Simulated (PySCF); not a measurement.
**Radial density of Ir⁶⁹⁺ (iridium, charge +69)**

revPBE, [He] 2s2 2p4, high-spin 3P determinant. All numbers are calculated (PySCF 2.14, scalar relativity by spin-free X2C-1e, in an uncontracted even-tempered set (18 s from 47 bohr⁻², ratio 2.2; 13 p from 61 bohr⁻², ratio 2.2; 5 d from 240 bohr⁻², ratio 2.4; 5 f from 360 bohr⁻², ratio 2.4; 4 g from 540 bohr⁻², ratio 2.4)).

```
r (bohr)  4πr²ρ (e/bohr)  4πr²(ρα − ρβ)
  0.0147           94.72         4.8666
  0.0247           69.27        14.8741
  0.0416           81.67        28.1867
  0.0700           75.57        23.3995
   0.118           16.39         4.7854
   0.198          0.3027         0.0916
   0.333       0.0001195         0.0000
```

Densities and radii are taken from the X2C orbitals without a picture-change correction, which distorts them close to the nucleus.

Spin-orbit coupling is strong in this species (close to jj coupling), so the high-spin LS determinant is a model state, not a physical level.
